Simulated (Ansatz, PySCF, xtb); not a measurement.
Noncovalent pair: HI (SMILES I) (first 2 atoms) with Si2H6 (SMILES [SiH3][SiH3]); geometry from B3LYP-D3(BJ)/def2-TZVP, rigid monomers moved along the line of their centres of mass till H2···Si3 is 2.80 Å.
(charge 0, multiplicity 1):
| atom | x (Å) | y (Å) | z (Å) |
|---|---|---|---|
| I | -0.6121 | -0.3548 | -0.5704 |
| H | 0.3242 | -0.2524 | 0.7434 |
| Si | -0.4297 | -0.0031 | 3.4322 |
| Si | 0.0647 | 0.1801 | 5.7164 |
| H | -1.2489 | -1.2084 | 3.1632 |
| H | 0.8292 | -0.1167 | 2.6499 |
| H | -1.1627 | 1.1924 | 2.9526 |
| H | -1.1880 | 0.2988 | 6.5011 |
| H | 0.8992 | 1.3805 | 5.9642 |
| H | 0.8049 | -1.0196 | 6.1767 |

Counterpoise-corrected where a basis set is named; no monomer relaxation. Rows marked so take none.

Rows in 3-21G carry no dispersion term and start afresh at each structure; the Pople sets are all-electron and without relativity.

The values were computed with Ansatz (a quantum-chemistry and plane-wave program) with Gaussian orbitals; PySCF for 3-21G rows, the dispersion terms; xtb for the GFN methods. Values without a source in brackets are computed. In def2 rows elements past Kr take small-core potentials, without spin–orbit coupling.

Question: One of these levels gives -40.3 meV for the interaction energy. Name it.
A. B3LYP-D3(BJ)/def2-TZVPPD
B. PBE/def2-TZVPPD
C. GFN2-xTB
D. HF/3-21G (no counterpoise)

Answer: A, B3LYP-D3(BJ)/def2-TZVPPD. The others give -69.7 (GFN2-xTB), 98.0 (HF/3-21G (no counterpoise)), 6.1 (PBE/def2-TZVPPD)
